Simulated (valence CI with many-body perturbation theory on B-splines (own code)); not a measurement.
Re⁴²⁺: calculated level list

Method: configuration interaction combined with many-body perturbation theory (CI+MBPT): five valence electrons over a frozen Dirac-Fock core [Ar] 3d10, a basis of 9 s, 9 p, 8 d, 6 f, 3 g, 1 h functions for each j, with the one-electron correlation potential Σ1, the two-electron term Σ2, the three-electron term Σ3, Breit, model QED; selected CI, second order for the rest (own B-spline code, finite nucleus).

The last digits are not significant, and no measured levels were compared; by estimate large intervals hold to a few tenths of a per cent, small ones and those within an open d or f shell to about a per cent. Among the levels kept, up to 270 cm⁻¹ of a level comes from second order outside the variational space, and about a tenth of that is noise between levels of different J, which matters for small intervals.

Levels 1 to 45 of 51, with energies above the lowest level, (4s^2 4p1/2^2 4p3/2) J=3/2. "Leading %" is the weight of the configuration and term that name the level; weights of strongly mixed levels are sums over their largest components and can fall short. In the jj column 3d3/2^4 stands for four electrons in 3d with j = 3/2. Lifetimes count E1, E2, E3, M1 and M2 decay at the calculated energies, and are blank where another channel may lead or the interval is too uncertain; long ones can be off by a factor of two.

| No. | Configuration | Term | J | E (eV) | Leading % | Second component | g | Lifetime | Leading jj |
| --- | --- | --- | --- | --- | --- | --- | --- | --- | --- |
| 1 | 4s²4p³ | ²P° | 3/2 | 0.00 | 47 | 26 % 4s²4p³ ²D° | 1.362 |  | 4s^2 4p1/2^2 4p3/2 (99 %) |
| 2 | 4s²4p³ | ⁴S° | 3/2 | 96.11 | 54 | 44 % 4s²4p³ ²D° | 1.456 | 112 ns | 4s^2 4p1/2 4p3/2^2 (99 %) |
| 3 | 4s²4p³ | ²D° | 5/2 | 101.67 | 99 |  | 1.195 | 534 ns | 4s^2 4p1/2 4p3/2^2 (99 %) |
| 4 | 4s²4p³ | ²P° | 1/2 | 108.68 | 99 |  | 0.659 | 170 ns | 4s^2 4p1/2 4p3/2^2 (99 %) |
| 5 | 4s²4p²4d | ²D | 3/2 | 157.44 | 38 | 35 % 4s²4p²4d ⁴F | 0.787 | 72.9 ps | 4s^2 4p1/2^2 4d3/2 (97 %) |
| 6 | 4s²4p²4d | ²D | 5/2 | 183.02 | 23 | 16 % 4s²4p²4d ⁴D | 1.277 | 9.70 ps | 4s^2 4p1/2^2 4d5/2 (76 %) |
| 7 | 4s4p⁴ | ⁴P | 5/2 | 199.70 | 55 | 20 % 4s4p⁴ ²D | 1.404 | 3.53 ps | 4s 4p1/2^2 4p3/2^2 (74 %) |
| 8 | 4s²4p³ | ²P° | 3/2 | 205.79 | 52 | 28 % 4s²4p³ ²D° | 1.304 | 56.5 ns | 4s^2 4p3/2^3 (98 %) |
| 9 | 4s4p⁴ | ²S | 1/2 | 212.06 | 57 | 30 % 4s4p⁴ ⁴P | 2.108 | 3.43 ps | 4s 4p1/2^2 4p3/2^2 (92 %) |
| 10 | 4s4p⁴ | ²P | 3/2 | 214.12 | 39 | 34 % 4s4p⁴ ²D | 1.171 | 1.76 ps | 4s 4p1/2^2 4p3/2^2 (87 %) |
| 11 | 4s²4p²4d | ²F | 5/2 | 253.00 | 46 | 45 % 4s²4p²4d ⁴F | 0.961 | 100 ps | 4s^2 4p1/2 4p3/2 4d3/2 (97 %) |
| 12 | 4s²4p²4d | ⁴F | 3/2 | 253.33 | 37 | 27 % 4s²4p²4d ⁴D | 0.913 | 15.2 ps | 4s^2 4p1/2 4p3/2 4d3/2 (96 %) |
| 13 | 4s²4p²4d | ⁴D | 1/2 | 253.62 | 79 | 15 % 4s²4p²4d ²P | 0.205 | 93.9 ps | 4s^2 4p1/2 4p3/2 4d3/2 (98 %) |
| 14 | 4s²4p²4d | ²G | 7/2 | 258.59 | 48 | 27 % 4s²4p²4d ²F | 1.045 | 2.40 ns | 4s^2 4p1/2 4p3/2 4d3/2 (95 %) |
| 15 | 4s²4p²4d | ²D | 5/2 | 273.36 | 32 | 24 % 4s²4p²4d ⁴P | 1.204 | 615 fs | 4s^2 4p1/2 4p3/2 4d3/2 (84 %) |
| 16 | 4s²4p²4d | ⁴D | 7/2 | 274.66 | 48 | 36 % 4s²4p²4d ⁴F | 1.310 | 1.26 ns | 4s^2 4p1/2 4p3/2 4d5/2 (99 %) |
| 17 | 4s²4p²4d | ²D | 3/2 | 274.66 | 34 | 25 % 4s²4p²4d ²P | 1.197 | 477 fs | 4s^2 4p1/2 4p3/2 4d3/2 (88 %) |
| 18 | 4s²4p²4d | ²P | 1/2 | 275.57 | 37 | 36 % 4s²4p²4d ⁴P | 1.696 | 580 fs | 4s^2 4p1/2 4p3/2 4d3/2 (93 %) |
| 19 | 4s²4p²4d | ²P | 3/2 | 276.64 | 37 | 23 % 4s²4p²4d ⁴P | 1.436 | 21.3 ps | 4s^2 4p1/2 4p3/2 4d5/2 (77 %) |
| 20 | 4s²4p²4d | ²D | 5/2 | 280.12 | 32 | 24 % 4s²4p²4d ²F | 1.162 | 9.04 ps | 4s^2 4p1/2 4p3/2 4d5/2 (82 %) |
| 21 | 4s²4p²4d | ²G | 9/2 | 280.86 | 60 | 39 % 4s²4p²4d ⁴F | 1.194 | 4.91 μs | 4s^2 4p1/2 4p3/2 4d5/2 (99 %) |
| 22 | 4s²4p²4d | ²F | 7/2 | 294.34 | 53 | 23 % 4s²4p²4d ²G | 1.113 | 2.02 ps | 4s^2 4p1/2 4p3/2 4d5/2 (92 %) |
| 23 | 4s²4p²4d | ²D | 5/2 | 294.55 | 34 | 28 % 4s²4p²4d ⁴P | 1.235 | 1.17 ps | 4s^2 4p1/2 4p3/2 4d5/2 (86 %) |
| 24 | 4s²4p²4d | ²D | 3/2 | 296.00 | 54 | 17 % 4s²4p²4d ⁴D | 0.978 | 3.02 ps | 4s^2 4p1/2 4p3/2 4d5/2 (84 %) |
| 25 | 4s²4p²4d | ²P | 1/2 | 297.13 | 47 | 35 % 4s²4p²4d ²S | 1.301 | 2.31 ps | 4s^2 4p1/2 4p3/2 4d5/2 (86 %) |
| 26 | 4s4p⁴ | ⁴P | 3/2 | 304.14 | 50 | 21 % 4s²4p²4d ²P | 1.412 | 1.53 ps | 4s 4p1/2 4p3/2^3 (66 %) |
| 27 | 4s4p⁴ | ²D | 5/2 | 310.99 | 61 | 18 % 4s4p⁴ ⁴P | 1.276 | 1.56 ps | 4s 4p1/2 4p3/2^3 (78 %) |
| 28 | 4s4p⁴ | ²P | 1/2 | 321.21 | 49 | 29 % 4s4p⁴ ⁴P | 1.303 | 831 fs | 4s 4p1/2 4p3/2^3 (78 %) |
| 29 | 4s4p⁴ | ²P | 3/2 | 321.43 | 45 | 36 % 4s4p⁴ ²D | 1.094 | 921 fs | 4s 4p1/2 4p3/2^3 (85 %) |
| 30 | 4s4p³4d | ⁴D° | 5/2 | 351.08 | 25 | 21 % 4s4p³4d ⁴F° | 1.237 | 28.4 ps | 4s 4p1/2^2 4p3/2 4d3/2 (90 %) |
| 31 | 4s4p³4d | ⁶D° | 3/2 | 352.27 | 28 | 19 % 4s4p³4d ⁴D° | 1.329 | 15.6 ps | 4s 4p1/2^2 4p3/2 4d3/2 (95 %) |
| 32 | 4s4p³4d | ⁴P° | 1/2 | 352.35 | 44 | 34 % 4s4p³4d ⁶D° | 2.500 | 30.1 ps | 4s 4p1/2^2 4p3/2 4d3/2 (95 %) |
| 33 | 4s4p³4d | ⁴F° | 7/2 | 354.26 | 23 | 19 % 4s4p³4d ⁶D° | 1.270 | 56.5 ps | 4s 4p1/2^2 4p3/2 4d3/2 (81 %) |
| 34 | 4s²4p²4f | ⁴G° | 5/2 | 357.24 | 20 | 19 % 4s²4p²4f ²F° | 0.916 | 29.9 ps | 4s^2 4p1/2^2 4f5/2 (63 %) |
| 35 | 4s4p³4d | ²D° | 3/2 | 364.77 | 26 | 17 % 4s4p³4d ⁴F° | 0.988 | 3.52 ps | 4s 4p1/2^2 4p3/2 4d3/2 (81 %) |
| 36 | 4s²4p²4d | ²D | 3/2 | 368.93 | 34 | 26 % 4s²4p²4d ⁴P | 1.181 | 593 fs | 4s^2 4p3/2^2 4d3/2 (90 %) |
| 37 | 4s²4p²4d | ⁴P | 1/2 | 369.50 | 42 | 27 % 4s²4p²4d ²P | 1.566 | 658 fs | 4s^2 4p3/2^2 4d3/2 (89 %) |
| 38 | 4s²4p²4f | ²F° | 7/2 | 369.63 | 23 | 15 % 4s²4p²4f ⁴D° | 1.200 | 6.90 ps | 4s^2 4p1/2^2 4f7/2 (77 %) |
| 39 | 4s²4p²4d | ²D | 5/2 | 369.75 | 28 | 22 % 4s²4p²4d ⁴D | 1.191 | 700 fs | 4s^2 4p3/2^2 4d3/2 (88 %) |
| 40 | 4s²4p²4d | ²F | 7/2 | 371.88 | 48 | 21 % 4s²4p²4d ⁴F | 1.136 | 760 fs | 4s^2 4p3/2^2 4d3/2 (91 %) |
| 41 | 4s4p³4d | ⁴F° | 9/2 | 372.40 | 46 | 34 % 4s4p³4d ⁶D° | 1.367 | 44.2 ps | 4s 4p1/2^2 4p3/2 4d5/2 (96 %) |
| 42 | 4s4p³4d | ⁴D° | 1/2 | 373.25 | 49 | 24 % 4s4p³4d ²P° | 0.550 | 1.85 ps | 4s 4p1/2^2 4p3/2 4d3/2 (93 %) |
| 43 | 4s4p³4d | ⁴G° | 5/2 | 378.12 | 16 | 15 % 4s4p³4d ²F° | 0.900 | 1.16 ps | 4s 4p1/2^2 4p3/2 4d3/2 (63 %) |
| 44 | 4s²4p²4d | ²F | 7/2 | 378.88 | 55 | 33 % 4s²4p²4d ⁴D | 1.215 | 16.7 ps | 4s^2 4p3/2^2 4d5/2 (94 %) |
| 45 | 4s²4p²4d | ⁴F | 9/2 | 379.88 | 60 | 39 % 4s²4p²4d ²G | 1.242 | 96.9 ns | 4s^2 4p3/2^2 4d5/2 (98 %) |

The ionisation energy to 4s²4p² ³P0 of the next ion comes out as 2082.5 eV (NIST: 2080 ± 4 eV (theoretical)). All 51 levels together are meant to be complete up to 395.48 eV.
